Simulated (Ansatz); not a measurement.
**Reading a saddle point**

A first-order saddle point of AlAsH5F, closed shell, PBE0-D4/def2-TZVP, with one imaginary mode of 569i cm⁻¹:

```
8
angstrom
Al 0.1592 0.0192 -0.9603
F -1.5379 -0.8033 -0.7709
H 1.1847 -1.0721 -1.4578
H -0.0505 1.4408 -1.6122
H -1.2490 -0.5980 0.2623
As -0.1023 0.0524 1.6746
H 0.3045 1.4831 1.3708
H 1.2912 -0.5223 1.4936
```

Ansatz 0.2.0; basis: def2-TZVPP and def2-QZVPP; cores frozen in the correlated methods. Filled d shells of the heavier atoms are correlated. The def2 sets are not built for correlating such inner shells, so the correlated values are less sure here. Extrapolation: Hartree–Fock as exp(−7.88 √X), correlation as X^−2.97.

**Question.** Which contacts change along the imaginary mode, and what lies on either side? (Judge from chemistry; the calculation decides.)

**Answer.** By the calculation: The step is AlH₂F ([F][AlH2]) + AsH₃ → AlAsH₄ ([AlH2][AsH2]) + HF (still joined by a long Al–F bond), with the molecules in contact on both sides. Shortening one way: Al1–As6, F2–H5; lengthening the same way: Al1–F2, H5–As6.
| pair | one side (Å) | saddle (Å) | other side (Å) |
| --- | --- | --- | --- |
| Al1–As6 | 3.32 | 2.65 | 2.47 |
| F2–H5 | 2.49 | 1.09 | 0.95 |
| Al1–F2 | 1.66 | 1.90 | 2.11 |
| H5–As6 | 1.53 | 1.93 | 2.43 |

**Question.** Which side is lower, and how far does the saddle lie above each? (Judge from chemistry; the value comes from the calculation.)

**Answer.** The calculation gives: The side with Al1–F2, H5–As6 short is lower by 24.08 kcal/mol; the saddle lies 30.08 kcal/mol above it and 6.00 kcal/mol above the other (CCSD(T) at an estimated basis limit (MP2 extrapolated from triple and quadruple zeta, plus CCSD(T) − MP2 in triple zeta); electronic energies).

No T1 diagnostic of these runs exceeds 0.012. The start structure is not quite a true minimum (one mode of 74i cm⁻¹).

Labels in which every atom is bracketed show which atoms are joined, not bond orders.

For scale, one of the runs: CCSD(T)/def2-TZVPP, 191 basis functions (an equivalent command: `ansatz run in.yaml --threads 4`). Hardware: 4 CPU threads, shared host. Wall time 46 s; peak host memory 2 GiB.
